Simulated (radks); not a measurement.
Question: The mean radii <r> (bohr) of the occupied orbitals of an atom or ion are listed with their occupations. Calculated with a radial shooting solver on a logarithmic mesh with Libxc functionals: non-relativistic Kohn-Sham, PBE, spin-unpolarised, spherical densities, point nucleus.

orbital  occ.      <r>
1s          2  0.03105
2s          2   0.1343
2p          6   0.1146
3s          2   0.3617
3p          6   0.3529
3d         10   0.3243
4s          2   0.8786
4p          6   0.9352
4d         10    1.166
5s          2    2.579

Name the element and its charge.

Answer: Z = 49, indium, charge +1: In+ in [Kr] 4d10 5s2. The 1s radius gives Z: for a bare nucleus <r> = 1.5/Z, 0.03061 bohr for Z = 49, and screening makes it slightly larger (0.03105 here). The occupations add up to 48, and the charge is Z minus that.
